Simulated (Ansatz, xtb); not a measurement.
# Ranking isomers of C4HClN2S

5 gas-phase structures of C4HClN2S, from a drawn sample of its isomers (lower ones may exist). Each was relaxed with GFN2-xTB:

A. `N#Cc1nc(Cl)cs1`, a singlet
B. `N#Cc1scnc1Cl`, a singlet
C. `N#Cc1csc(Cl)n1`, a singlet
D. `N#Cc1ncsc1Cl`, a singlet
E. `N#Cc1ncc(Cl)s1`, a singlet

Question: Which do you expect lowest at r2SCAN-D4/def2-SVP, and how would the others follow?

Answer: Calculated order at r2SCAN-D4/def2-SVP: B (0.0), C (7.1), A (9.8), D (18.0), E (20.5) kJ/mol. Less than 1 kcal/mol parts C and A; D and E, so the order within those pairs means little.

Energies above the lowest of each column, in kJ/mol; the last columns are at PBE0-D3(BJ)/def2-SVP geometries:

| structure | GFN2-xTB | HF/STO-3G | r2SCAN-D4/def2-SVP | PBE0-D3(BJ)/def2-SVP | CCSD(T)/def2-SVP + ΔMP2/def2-TZVPP |
| --- | --- | --- | --- | --- | --- |
| B | 0.0 | 0.0 | 0.0 | 0.0 | 0.0 |
| C | 8.3 | 0.6 | 7.1 | 5.7 | 2.7 |
| A | 6.6 | 5.4 | 9.8 | 10.1 | 7.8 |
| D | 12.4 | 7.5 | 18.0 | 16.5 | 12.7 |
| E | 13.1 | 14.7 | 20.5 | 21.1 | 19.7 |

Every level run on B puts it lowest or level with the lowest. ΔMP2 is the change of the MP2 energy from the smaller to the larger basis.

Over these structures GFN2-xTB departs from r2SCAN-D4/def2-SVP by 2.9 kJ/mol on average once a common shift is removed. A GFN2-xTB relaxation took about 0.12 s and the r2SCAN-D4/def2-SVP energy about 3.3 s on a shared host (Ansatz 0.2.0, xtb 6.7.1).
